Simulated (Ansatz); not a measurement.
H₅NOSeSi, singlet, geometry from GFN2-xTB; SC-NEVPT2/6-31G, CASSCF(4,4) run with Ansatz (a first-principles code).

The Ansatz input:
Ansatz 0.2 input:
```yaml
crystal:
  periodic: [false, false, false]
  atoms:
    - {symbol: Se, position_ang: [-0.62811253, 0.09668813, 0.80823739]}
    - {symbol: N, position_ang: [-0.73395889, 1.69679261, -0.03825914]}
    - {symbol: H, position_ang: [-0.53321956, 2.49623567, 0.54929833]}
    - {symbol: H, position_ang: [-1.59330921, 1.83864201, -0.55288543]}
    - {symbol: O, position_ang: [0.87531553, -0.55239908, 0.01469458]}
    - {symbol: Si, position_ang: [1.24970347, -0.87131634, -1.53948602]}
    - {symbol: H, position_ang: [0.29803186, -1.81838828, -2.12641269]}
    - {symbol: H, position_ang: [2.57889408, -1.42692118, -1.32058951]}
    - {symbol: H, position_ang: [1.24476797, 0.36310858, -2.32642001]}
basis:
  gaussian:
    orbitals: 6-31G
magnetization: {spin_polarized: false}
correlation: {method: sc_nevpt2, electrons: all, active_space: {window: {electrons: 4, orbitals: 4}}}
```

The log (banner, timings and long lists left out):

```
Functional definition: HF
761 factors; integrals over basis functions are off by at most 3.2e-4 eV
mean field evaluation 1: about -76746.7464 eV, gradient 3.4e1 eV
mean field evaluation 2: about -76746.7569 eV, gradient 3.5e1 eV
mean field evaluation 4: about -76749.3607 eV, gradient 2.9e0 eV
mean field evaluation 8: about -76749.3950 eV, gradient 1.5e-3 eV
mean field -76749.39496360 eV, -2820.4882423040 hartree, gradient 2.1e-6 eV, S^2 0.000000; 0 other end points of the search recorded, 0 dependent functions left out
reference -76749.39496360 eV, -2820.4882423040 hartree; 34, 34 occupied and 36, 36 virtual orbitals, 761 factors
state -76750.82022503 eV, -2820.5406196954 hartree
state -76750.82022503 eV, -2820.5406196954 hartree; corrected -76764.06640161 eV, -2821.0274077061 hartree
state -76750.53318637 eV, -2820.5300712192 hartree
state -76750.53318637 eV, -2820.5300712192 hartree; corrected -76764.36927879 eV, -2821.0385382371 hartree
state -76750.53318637 eV, -2820.5300712192 hartree; corrected -76764.36927879 eV, -2821.0385382371 hartree
WARN: the results are in doubt because another end's mean lies 0.287 eV lower, and its corrected mean 0.303 eV higher
Total energy: -76764.36927879 eV, -2821.0385382371 hartree
In doubt: another end's mean lies 0.287 eV lower, and its corrected mean 0.303 eV higher
```
